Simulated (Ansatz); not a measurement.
Two structures of GeHCl3, closed shell, reached by relaxing down either side of one saddle point (PBE0-D4/def2-TZVP). Energies are electronic, without zero-point energy. Program: Ansatz 0.2.0. Basis: def2-TZVPP and def2-QZVPP. Cores are frozen in the correlated methods. Filled d shells of the heavier atoms are correlated. The def2 sets are not built for correlating such inner shells, so the correlated values are less sure here. Extrapolation: Hartree–Fock as exp(−7.88 √X), correlation as X^−2.97. First:

```
5
angstrom
Ge 1.0936 0.8803 0.0320
Cl 1.1799 -1.0788 -1.0125
Cl 1.0137 0.1661 2.0993
H -1.4358 -0.5557 -0.7689
Cl -1.8513 0.5880 -0.3502
```

Second:

Ge1  (0.614, 1.244, 0.215)
Cl2  (0.673, -1.329, -1.296)
Cl3  (0.893, 0.253, 2.146)
H4  (-0.590, -1.197, -1.090)
Cl5  (-1.589, 1.028, 0.025)
(Å)

**Question.** Which bonds change from the first to the second?

**Answer.** GeCl₂ + HCl → GeCl₂ + HCl; bonds formed: Ge1–Cl5, Cl2–H4; bonds broken: Ge1–Cl2, H4–Cl5.

**Question.** Give the saddle point's structure and its height above each. (An estimate is asked for; the value comes from the calculation.)

**Answer.** Computed: 0.404 eV above the first and 0.404 eV above the second (CCSD(T) at an estimated basis limit (MP2 extrapolated from triple and quadruple zeta, plus CCSD(T) − MP2 in triple zeta)).
Ge1  (0.779, 0.989, 0.069)
Cl2  (0.663, -1.184, -1.107)
Cl3  (0.926, 0.194, 2.094)
H4  (-0.733, -0.565, -0.811)
Cl5  (-1.635, 0.566, -0.245)
(Å)

The search had been set up for a insertion of a divalent centre (a silylene, a carbene or their kin) (forming Ge1–H4, Ge1–Cl5, breaking H4–Cl5); from that guess it ended on this step instead.

No T1 diagnostic of these runs exceeds 0.012.

For scale, one of the runs: CCSD(T)/def2-TZVPP, 188 basis functions (an equivalent command: `ansatz run in.yaml --threads 4`). The run took 14 s on 4 CPU threads (shared host), with 2 GiB of host memory at its peak.
